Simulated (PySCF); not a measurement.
**Radial density of Al (aluminium, neutral)**

UHF, [Ne] 3s2 3p1, 2P determinant. All numbers are calculated (PySCF 2.14, the non-relativistic Hamiltonian (point nucleus), in cc-pV(T+d)Z (5s4p3d1f, 39 functions)).

```json
{"r (bohr)": "0.00168", "4πr²ρ (e/bohr)": "0.04770", "4πr²(ρα − ρβ)": "0.0000"}
{"r (bohr)": "0.00283", "4πr²ρ (e/bohr)": "0.1308", "4πr²(ρα − ρβ)": "0.0000"}
{"r (bohr)": "0.00475", "4πr²ρ (e/bohr)": "0.3523", "4πr²(ρα − ρβ)": "0.0000"}
{"r (bohr)": "0.00800", "4πr²ρ (e/bohr)": "0.9158", "4πr²(ρα − ρβ)": "-0.0001"}
{"r (bohr)": "0.0135", "4πr²ρ (e/bohr)": "2.250", "4πr²(ρα − ρβ)": "-0.0001"}
{"r (bohr)": "0.0226", "4πr²ρ (e/bohr)": "5.020", "4πr²(ρα − ρβ)": "-0.0003"}
{"r (bohr)": "0.0381", "4πr²ρ (e/bohr)": "9.544", "4πr²(ρα − ρβ)": "-0.0004"}
{"r (bohr)": "0.0640", "4πr²ρ (e/bohr)": "13.94", "4πr²(ρα − ρβ)": "0.0005"}
{"r (bohr)": "0.108", "4πr²ρ (e/bohr)": "13.52", "4πr²(ρα − ρβ)": "0.0057"}
{"r (bohr)": "0.181", "4πr²ρ (e/bohr)": "8.977", "4πr²(ρα − ρβ)": "0.0210"}
{"r (bohr)": "0.305", "4πr²ρ (e/bohr)": "10.32", "4πr²(ρα − ρβ)": "0.0402"}
{"r (bohr)": "0.512", "4πr²ρ (e/bohr)": "12.40", "4πr²(ρα − ρβ)": "0.0281"}
{"r (bohr)": "0.862", "4πr²ρ (e/bohr)": "5.341", "4πr²(ρα − ρβ)": "-0.0028"}
{"r (bohr)": "1.45", "4πr²ρ (e/bohr)": "1.189", "4πr²(ρα − ρβ)": "0.1057"}
{"r (bohr)": "2.44", "4πr²ρ (e/bohr)": "1.148", "4πr²(ρα − ρβ)": "0.3149"}
{"r (bohr)": "4.10", "4πr²ρ (e/bohr)": "0.4023", "4πr²(ρα − ρβ)": "0.1941"}
{"r (bohr)": "6.90", "4πr²ρ (e/bohr)": "0.03113", "4πr²(ρα − ρβ)": "0.0248"}
{"r (bohr)": "11.6", "4πr²ρ (e/bohr)": "1.309e-05", "4πr²(ρα − ρβ)": "0.0000"}
```

Question: Where is the radial spin density 4πr²(ρα − ρβ) most negative, and why is it negative at all?

Answer: Around r = 0.862 bohr, down to -0.0028 e/bohr: exchange with the open shell polarises the paired shells in an unrestricted calculation.
